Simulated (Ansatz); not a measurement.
Consider the ligand exchange at the Si–N bond: `[SiH3][SiH2]N[SiH2][SiH3]` + `O[SiH2]S` → `O[SiH2]S[SiH2][SiH3]` + `N[SiH2][SiH3]`.

Isolated molecules relaxed with PBE0-D4/def2-TZVP in Ansatz; ΔE leaves out vibrations. CCSD(T)/CBS adds triple-zeta CCSD(T) − MP2 to the extrapolated MP2 energy (def2 sets, frozen cores). This one scheme is used for every species. DFT in def2-TZVPP. B3LYP here is the variant with VWN-RPA as its local correlation; programs differ in this. One conformer a species, not always the lowest.

`[SiH3][SiH2]N[SiH2][SiH3]`:

Cartesian coordinates in Å:
```
Si 2.629 -1.611 -0.302
Si 1.250 0.165 0.356
N 0.202 0.629 -0.939
Si -1.479 1.043 -0.894
Si -2.479 0.371 1.114
H 1.822 -2.829 -0.582
H 3.362 -1.243 -1.547
H 3.631 -1.926 0.753
H 2.108 1.286 0.843
H 0.379 -0.247 1.490
H 0.651 0.763 -1.835
H -1.702 2.511 -1.058
H -2.185 0.386 -2.032
H -1.938 1.113 2.284
H -3.933 0.676 0.999
H -2.319 -1.088 1.350
```

`O[SiH2]S`:

Cartesian coordinates in Å:
```
O -1.058 -0.904 -0.567
Si 0.244 0.092 -0.473
S 0.832 0.534 1.529
H -1.025 -1.718 -0.061
H 1.469 -0.514 -1.053
H -0.166 1.309 -1.202
H -0.296 1.201 1.828
```

`O[SiH2]S[SiH2][SiH3]`:

Z-matrix (Å, degrees):
```
Si
S 1 2.136
O 1 1.639 2 113.4
H 1 1.487 2 107.5 3 -123.0
H 1 1.477 2 107.4 3 116.4
Si 2 2.146 1 96.9 3 87.9
H 3 0.959 1 118.0 2 -57.6
Si 6 2.338 2 110.8 1 85.0
H 6 1.486 2 106.7 1 -154.2
H 6 1.492 2 109.4 1 -37.7
H 8 1.486 6 109.9 2 -58.4
H 8 1.487 6 108.9 2 61.1
H 8 1.489 6 110.7 2 -178.9
```

`N[SiH2][SiH3]`:

Z-matrix (Å, degrees):
```
Si
Si 1 2.341
N 1 1.724 2 108.6
H 1 1.497 2 108.1 3 -126.1
H 1 1.488 2 110.7 3 117.7
H 2 1.489 1 110.3 3 173.7
H 2 1.491 1 110.1 3 54.6
H 2 1.488 1 111.4 3 -65.4
H 3 1.008 1 119.6 2 167.4
H 3 1.007 1 119.6 2 -50.6
```

```
             level  ΔE (kJ/mol)  difference from CCSD(T)/CBS
            PBE-D4        -17.0                         -7.1
           PBE0-D4        -15.4                         -5.5
          B3LYP-D4         -7.3                          2.6
           ωB97X-V         -8.5                          1.4
           ωB97M-V         -9.0                          0.9
               PBE        -16.9                         -7.0
            r2SCAN        -13.5                         -3.6
              PBE0        -15.3                         -5.4
             B3LYP         -6.9                          3.0
     HF/def2-TZVPP         -0.9                          9.0
    MP2/def2-TZVPP         -9.9                          0.0
SCS-MP2/def2-TZVPP         -5.7                          4.2
   CCSD/def2-TZVPP         -3.8                          6.1
    MP2/def2-QZVPP        -12.1                         -2.2
SCS-MP2/def2-QZVPP         -7.9                          2.0
      HF/CBS(def2)          0.0                          9.9
       CCSD(T)/CBS         -9.9                            0
```

Largest T1 diagnostic among the species: 0.013.

In def2-TZVPP, CCSD(T) changes the Hartree–Fock value by −4.8 kJ/mol (the triples alone add −1.9 kJ/mol) and MP2 by −9.0 kJ/mol.

CCSD(T)/CBS has its own doubt, a few kJ/mol and more with outer-core shells, so smaller differences from it don't rank the levels.
